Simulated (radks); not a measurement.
Problem. The mean radii <r> (bohr) of the occupied orbitals of an atom or ion are listed with their occupations. Method: non-relativistic Kohn-Sham, r2SCAN, spin-polarised, spherical densities, point nucleus; meta-GGA in the generalised Kohn-Sham scheme; computed with a radial shooting solver on a logarithmic mesh with Libxc functionals.

orbital  occ.      <r>
1s up       1  0.07739
1s down     1  0.07738
2s up       1   0.3655
2s down     1   0.3655
2p up       3   0.3282
2p down     3   0.3282
3s up       1    1.160
3s down     1    1.162
3p up       3    1.264
3p down     3    1.263
4p up       1    4.424

Name the element and its charge. Open shells, if any, are filled with parallel spins first.

Solution. Z = 20, calcium, charge +1: Ca+ in [Ar] 4p1. The 1s radius gives Z: for a bare nucleus <r> = 1.5/Z, 0.075 bohr for Z = 20, and screening makes it slightly larger (0.07739 here). The occupations add up to 19, and the charge is Z minus that.
